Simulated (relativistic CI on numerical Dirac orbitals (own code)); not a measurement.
Method of calculation: Dirac-Coulomb-Breit CI, orbitals from a KLI potential per configuration, model QED, unscaled Slater integrals (own radial code, finite nucleus).

The strongest absorption lines from the ground level of an ion, among the configurations computed and to levels below about 409 eV (vacuum wavelength in Å, gf): 37.963 (0.4), 65.991 (6.1), 68.626 (1.8), 70.613 (7.1), 81.121 (0.31), 83.322 (0.66), 87.969 (0.76), 89.911 (0.61).

Which ion is it?
A. Er XXXII
B. Gd XXVIII
C. Sm XXVI
D. Gd XXVI

B. Gd XXVIII has 37 electrons and the ground level 4s2 4p6 4d 2D_3/2; the strongest line goes to 4s2 4p5 4d2 2F°_5/2. The pattern of lines fixes the number of electrons, and along that sequence the line energies rise steadily with the charge (about as its square where n changes within one kind of shell, about linearly where n is kept but much faster in heavy ions where fine structure, which grows about as Z⁴, sets the gap, and irregularly where shells cross), which fixes Z. Configurations outside the model, such as inner-shell arrays, can give stronger lines. At this charge energies of transitions that change n are usually good to better than 1 %, and those within a shell (Δn = 0) to a few per cent.

LS names give the leading component of a level, which can be under half, so a name can repeat, a term be missing and a line seem to break the LS rules.
